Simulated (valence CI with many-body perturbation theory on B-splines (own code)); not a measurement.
**E1 line list for Fe¹¹⁺**

Level of theory: relativistic CI+MBPT: five valence electrons over a frozen Dirac-Fock core [Ne], radial functions for each j: 9 s, 9 p, 8 d, 6 f, 3 g, 1 h, with the one-electron correlation potential Σ1 (screened to all orders), the two-electron term Σ2, the three-electron term Σ3, Breit, model QED; selected single and double excitations, second order for the rest, scaled by the run's own slope (own B-spline code, finite nucleus).

No measured levels were compared; by estimate levels of excited configurations hold to 0.05 to 0.15 % of their energy, terms of the ground configuration to about 0.5 %. Among the levels kept, up to 650 cm⁻¹ of a level comes from second order outside the variational space, and about a tenth of that is noise between levels of different J, which matters for small intervals.

Lines 1 to 50 of 173 in falling wavelength, among levels below 653380 cm⁻¹, chosen from the strongest by gf and those to the six lowest levels. Wavelengths and rates use the calculated energies, so an error of 200 cm⁻¹ moves a line at 172.6 nm by 0.35 % and its rate by three times that or more. Electric multipoles are in the length gauge, E1 and E2 with the static RPA response of the core. Weak lines are less certain than strong ones. Lines between different terms over intervals too small for the method are left out, as are lines whose strength nearly cancels. The highest levels of a list are the least certain.

Names give the largest LS component (configuration and term), which can be under half, so a name can repeat, a term be missing and a line seem to break the LS rules; names also repeat where a configuration has a term twice. Letters in brackets count levels of one name in rising energy.

```tsv
λ vac (nm)	Upper	Lower	A (s⁻¹)	S (a.u.) with core polarisation	S without
172.6	3p⁵ ²P°_3/2	3s²3p²3d ²P_3/2 [c]	3.14e+05	3.19e-03	3.30e-03
151.9	3p⁵ ²P°_3/2	3s²3p²3d ²P_1/2 [b]	3.29e+05	2.27e-03	2.36e-03
141.5	3p⁵ ²P°_1/2	3s²3p²3d ²S_1/2	1.36e+06	3.80e-03	3.95e-03
137.5	3p⁵ ²P°_1/2	3s²3p²3d ²P_3/2 [c]	5.67e+05	1.45e-03	1.51e-03
123.4	3p⁵ ²P°_3/2	3s²3p²3d ²D_5/2 [b]	1.13e+06	4.19e-03	4.36e-03
103.6	3p⁵ ²P°_1/2	3s²3p²3d ²D_3/2 [b]	4.14e+06	4.56e-03	4.74e-03
101.3	3p⁵ ²P°_3/2	3s²3p²3d ²D_5/2 [a]	2.14e+06	4.39e-03	4.56e-03
91.18	3s3p³3d ⁶D°_5/2	3s²3p²3d ⁴P_3/2	4.95e+05	1.11e-03	1.15e-03
87.30	3s3p³3d ⁶D°_7/2	3s²3p²3d ⁴P_5/2	7.10e+05	1.86e-03	1.93e-03
82.10	3p⁵ ²P°_3/2	3s²3p²3d ²P_1/2 [a]	1.01e+07	1.10e-02	1.14e-02
80.41	3p⁵ ²P°_1/2	3s²3p²3d ²D_3/2 [a]	4.20e+06	2.16e-03	2.25e-03
76.37	3p⁵ ²P°_1/2	3s²3p²3d ⁴P_1/2	6.01e+06	2.64e-03	2.75e-03
74.73	3p⁵ ²P°_3/2	3s²3p²3d ²P_3/2 [b]	7.13e+07	5.88e-02	6.11e-02
73.21	3p⁵ ²P°_1/2	3s²3p²3d ²P_1/2 [a]	4.91e+07	1.90e-02	1.98e-02
67.29	3p⁵ ²P°_1/2	3s²3p²3d ²P_3/2 [b]	3.37e+07	1.01e-02	1.05e-02
56.23	3s3p³3d ⁶D°_3/2	3s²3p²3d ⁴D_3/2	1.74e+06	6.11e-04	6.33e-04
55.22	3s3p³3d ⁶D°_9/2	3s²3p²3d ²F_7/2 [a]	1.01e+06	8.42e-04	8.71e-04
54.02	3s3p³3d ⁶D°_9/2	3s²3p²3d ⁴F_9/2	7.16e+06	5.57e-03	5.78e-03
53.26	3p⁵ ²P°_3/2	3s²3p²3d ⁴D_3/2	4.22e+06	1.26e-03	1.31e-03
52.34	3s3p³3d ⁶D°_7/2	3s²3p²3d ⁴F_7/2	4.74e+06	2.68e-03	2.78e-03
52.10	3s3p³3d ⁶D°_9/2	3s²3p²3d ⁴F_7/2	1.99e+06	1.39e-03	1.44e-03
51.68	3s3p⁴ ⁴P_5/2	3s²3p³ ²P°_3/2	2.24e+06	9.16e-04	9.50e-04
51.02	3s3p³3d ⁶D°_5/2	3s²3p²3d ⁴F_5/2	2.36e+06	9.27e-04	9.61e-04
50.86	3s3p³3d ⁶D°_7/2	3s²3p²3d ⁴F_5/2	1.46e+06	7.59e-04	7.87e-04
49.37	3p⁵ ²P°_1/2	3s²3p²3d ⁴D_3/2	5.28e+06	6.27e-04	6.52e-04
49.23	3s3p⁴ ⁴P_3/2	3s²3p³ ²P°_3/2	9.99e+06	2.35e-03	2.44e-03
49.11	3p⁵ ²P°_1/2	3s²3p²3d ⁴D_1/2	1.32e+07	1.54e-03	1.60e-03
48.21	3s3p⁴ ⁴P_1/2	3s²3p³ ²P°_3/2	1.69e+06	1.87e-04	1.93e-04
47.73	3s3p⁴ ⁴P_3/2	3s²3p³ ²P°_1/2	1.18e+05	2.53e-05	2.64e-05
46.76	3s3p⁴ ⁴P_1/2	3s²3p³ ²P°_1/2	9.93e+06	1.00e-03	1.04e-03
44.35	3p⁵ ²P°_3/2	3s3p⁴ ²S_1/2	7.83e+06	1.35e-03	1.38e-03
43.86	3s3p⁴ ⁴P_5/2	3s²3p³ ²D°_5/2	2.23e+07	5.57e-03	5.78e-03
43.00	3s3p⁴ ⁴P_5/2	3s²3p³ ²D°_3/2	1.32e+07	3.10e-03	3.22e-03
42.08	3s3p⁴ ⁴P_3/2	3s²3p³ ²D°_5/2	4.33e+06	6.37e-04	6.60e-04
41.62	3p⁵ ²P°_1/2	3s3p⁴ ²S_1/2	1.07e+09	7.64e-02	7.94e-02
41.38	3p⁵ ²P°_3/2	3s3p⁴ ²P_1/2	5.83e+08	8.16e-02	8.47e-02
41.29	3s3p⁴ ⁴P_3/2	3s²3p³ ²D°_3/2	6.47e+05	8.99e-05	9.30e-05
40.59	3p⁵ ²P°_3/2	3s²3p²3d ²P_3/2 [a]	2.18e+09	2.88e-01	2.99e-01
40.57	3s3p⁴ ⁴P_1/2	3s²3p³ ²D°_3/2	5.15e+06	3.40e-04	3.53e-04
39.00	3p⁵ ²P°_1/2	3s3p⁴ ²P_1/2	9.91e+08	5.80e-02	6.01e-02
38.60	3s3p⁴ ²D_3/2	3s²3p³ ²P°_3/2	1.87e+07	2.12e-03	2.19e-03
38.31	3s3p⁴ ²D_5/2	3s²3p³ ²P°_3/2	5.37e+08	8.94e-02	9.29e-02
38.29	3p⁵ ²P°_1/2	3s²3p²3d ²P_3/2 [a]	1.57e+09	8.71e-02	9.04e-02
37.67	3s3p⁴ ²D_3/2	3s²3p³ ²P°_1/2	2.72e+08	2.87e-02	2.98e-02
36.45	3s3p⁴ ⁴P_5/2	3s²3p³ ⁴S°_3/2	1.59e+09	2.28e-01	2.37e-01
35.21	3s3p⁴ ⁴P_3/2	3s²3p³ ⁴S°_3/2	1.74e+09	1.50e-01	1.56e-01
34.69	3s3p⁴ ⁴P_1/2	3s²3p³ ⁴S°_3/2	1.84e+09	7.59e-02	7.87e-02
34.06	3s3p⁴ ²D_3/2	3s²3p³ ²D°_5/2	4.08e+07	3.19e-03	3.31e-03
33.98	3p⁵ ²P°_3/2	3s3p⁴ ²D_5/2	3.94e+09	3.05e-01	3.16e-01
33.84	3s3p⁴ ²D_5/2	3s²3p³ ²D°_5/2	2.73e+09	3.14e-01	3.25e-01
```
